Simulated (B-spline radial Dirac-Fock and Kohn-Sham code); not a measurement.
# Core and valence levels of Tm²⁷⁺

System: thulium as Tm²⁷⁺, [Kr] 4d6; nuclear rms radius 5.2256 fm (A = 169).

The run's input, task.json:

```json
{"items": [{
  "Z": 69,
  "q": 27,
  "cfg": [[1, 0, 2], [2, 0, 2], [2, 1, 6], [3, 0, 2], [3, 1, 6], [3, 2, 10], [4, 0, 2], [4, 1, 6], [4, 2, 6]],
  "A": 169,
  "rrms": 5.2256,
  "do": ["binding"]
}]}
```

Command: `python xray_run.py task.json out`

The computed values come from a radial finite-basis atomic code: relaxed Dirac-Fock hole states (ΔSCF) with Breit and QED corrections and a finite nucleus. No correlation. Energies are counted from the vacuum level.

All terms are in eV, carry their sign (relaxation lowers the binding energy) and add up to the binding energy; ⟨r⟩ is the mean radius of the orbital in the initial state.

| subshell | −ε (Koopmans) | relaxation | Gaunt | retardation | self-energy | vacuum polarisation | binding energy | ⟨r⟩ (bohr) |
| --- | --- | --- | --- | --- | --- | --- | --- | --- |
| K | 60679.6 | -62.19 | -200.48 | 17.98 | -114.94 | 20.24 | 60340.2 | 0.020 |
| L1 | 11142.7 | -27.92 | -21.56 | 1.52 | -15.97 | 2.63 | 11081.4 | 0.084 |
| L2 | 10640.6 | -32.17 | -36.97 | 4.04 | 0.22 | 0.06 | 10575.8 | 0.070 |
| L3 | 9658.6 | -29.61 | -25.90 | 5.29 | -1.02 | -0.11 | 9607.3 | 0.078 |
| M1 | 3274.4 | -8.23 | -3.97 | 0.26 | -3.63 | 0.58 | 3259.4 | 0.219 |
| M2 | 3055.0 | -8.98 | -6.91 | 0.68 | 0.00 | 0.01 | 3039.8 | 0.209 |
| M3 | 2841.4 | -8.12 | -4.66 | 1.00 | -0.24 | -0.03 | 2829.4 | 0.222 |
| M4 | 2473.4 | -10.22 | -2.91 | 0.24 | 0.29 | -0.03 | 2460.8 | 0.196 |
| M5 | 2427.3 | -9.81 | -1.97 | 0.26 | 0.16 | -0.03 | 2415.9 | 0.200 |
| N1 | 1322.2 | -1.34 | -1.09 | 0.09 | -1.02 | 0.16 | 1319.0 | 0.464 |
| N2 | 1226.4 | -1.39 | -1.84 | 0.20 | 0.00 | 0.00 | 1223.4 | 0.466 |
| N3 | 1167.4 | -1.23 | -1.23 | 0.29 | -0.06 | -0.01 | 1165.1 | 0.487 |
| N4,5 | 1010.2 | -1.26 | -0.53 | 0.09 | 0.06 | -0.01 | 1008.6 | 0.492 |

For the deepest level, K (1s), the Breit terms make up -0.302 % of the binding energy, QED -0.157 % and orbital relaxation -0.103 %.

Spin-orbit splittings: 2p 968.5 eV, 3p 210.4 eV, 3d 44.81 eV, 4p 58.28 eV.

Going to the tabulated ground configuration of the next ion removes an electron from N4,5 (4d), computed at 1008.6 eV. NIST lists 1004 ± 4 eV as the ionisation energy of this species (theoretical), -4.57 eV from the computed value. Where a p, d or f shell is open in either ion the computed value averages over both j values and all terms, while the table refers to the lowest levels; that difference holds spin-orbit splitting (largest in heavy or highly charged ions), term energies where several electrons share open shells, and correlation, and it can reach 10 % or more.
